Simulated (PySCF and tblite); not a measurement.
Values are calculated unless marked as measured or tabulated.
C₄H₃F₃OS, numbered as in [O:1]=[S@:2]1[CH:3]=[CH:4][C:5]([F:6])([F:7])[C@@H:8]1[F:9]. Conformers came from 200 starts (ETKDG, MMFF94s, GFN2-xTB); geometries are GFN2-xTB. Energies: PBE0-D3(BJ)/pcSseg-1 (IEF-PCM, cyclohexane), with GFN2-xTB thermal terms (modes under about 100 cm⁻¹ blended into free rotors). Symmetry numbers and mirror images are counted. Conformers within 2.5 kcal/mol (GFN2-xTB free energy) were kept, 4 at most. GIAO shieldings: PBE0/pcSseg-1 (IEF-PCM, cyclohexane). Shifts are against TMS (¹H), TMS (¹³C), CFCl3 (¹⁹F) at the same level. Run with PySCF (density fitting) and tblite.

The 5-ring runs over atoms 2–3–4–5–8.

```
conformer                                                 shape  point group  mirror pair  ΔE(DFT)  Δ(G−E) at 298.15 K  δ C8 (ppm)
        1  5-ring envelope (ring torsions 1, -15, 21, -17, 10°)           C1           no     0.00                0.00       128.9
        2  5-ring envelope (ring torsions 2, 13, -21, 19, -13°)           C1           no     0.84                0.10       113.0
```

Energies in kcal/mol; the thermal term leaves out symmetry numbers and mirror images.

Task: Work out the weights at 298.15 K and the ¹³C shift of C8 under fast exchange.

Result: RT = 0.592 kcal/mol. Each conformer gets RT ln(σ/g), with σ the rotational symmetry number and g = 2 for a mirror pair: 1: σ = 1, g = 1, G = 0.00 + 0.00 + 0.00 = 0.00, 0.00 above the lowest, exp(−ΔG/RT) = 1.000; 2: σ = 1, g = 1, G = 0.84 + 0.10 + 0.00 = 0.94, 0.94 above the lowest, exp(−ΔG/RT) = 0.205. The sum is 1.205, so the weights are 83.0, 17.0 %. The averaged shift is 126.2 ppm. At 298.15 K the leading conformer alone gives 128.9 ppm and bare DFT energies give 125.8 ppm.


Conformer gaps in pcSseg-1 on xTB geometries can be 2 kcal/mol off for S=O, P=O and other polar bonds.